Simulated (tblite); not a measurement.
C3H10OSi4.
Atom-mapped SMILES: `[CH2:1]=[CH:2][Si:3]1([CH:4]=[O:5])[SiH2:6][SiH2:7][SiH2:8]1` (hydrogens: H9, H10 on C1; H11 on C2; H12 on C4; H13, H14 on Si6; H15, H16 on Si7; H17, H18 on Si8)

Computed geometry: GFN2-xTB, gas phase.

Q: List the bond lengths, angles and torsions at this level.

A: 
```tsv
bond	length (bohr)
C1=C2	2.505
C2–Si3	3.562
Si3–C4	3.587
C4=O5	2.294
Si3–Si6, Si3–Si8	4.500
Si6–Si7, Si7–Si8	4.465
C1–H9	2.039
C1–H10	2.039
C2–H11	2.051
C4–H12	2.100
Si6–H13, Si8–H17	2.771
Si6–H14, Si8–H18	2.782
Si7–H15	2.781
Si7–H16	2.773
```

Bonds in one row agree within 0.02 bohr and their mean is given. A selection of angles:
```tsv
angle	degrees
C1–C2–Si3	122.9
C2–Si3–C4	106.7
C2–Si3–Si6	122.4
C4–Si3–Si6	106.9
C4–Si3–Si8	106.3
Si6–Si3–Si8	90.1
Si3–C4–O5	120.0
Si3–Si6–Si7	89.4
Si6–Si7–Si8	91.0
```

Dihedral angles: C1–C2–Si3–C4 177° (antiperiplanar); C2–Si3–C4–O5 180° (antiperiplanar); C2–Si3–Si6–Si7 -133° (anticlinal); Si3–Si6–Si7–Si8 3° (synperiplanar); Si6–Si7–Si8–Si3 -3° (synperiplanar); C2–Si3–Si8–Si7 133° (anticlinal). The mirror-image conformer, all signs reversed, is as good.

Si7 (SiH2 silicon) has angles from 91.0° to 116.3°. The 4-membered ring Si3–Si6–Si7–Si8 has internal angles of 89.3° to 91.0°; it is slightly puckered (a soft mode that the optimisation may not have finished), 0.03 Å rms from its mean plane, widest ring torsion 3°. Si3 (four-coordinate silicon) has angles from 90.1° to 122.4°. Si6 (SiH2 silicon) has angles from 89.4° to 118.1°.

Point group: near Cs, missed by 0.19 Å at most; the miss may be what the optimiser left on a soft mode. Its GFN2-xTB frequencies are all real (lowest 29 cm⁻¹). One conformer, not necessarily the lowest. 3 starts were optimised and ended at 0.00, 1.11 and 1.90 kcal/mol (GFN2-xTB); the lowest of these is shown.
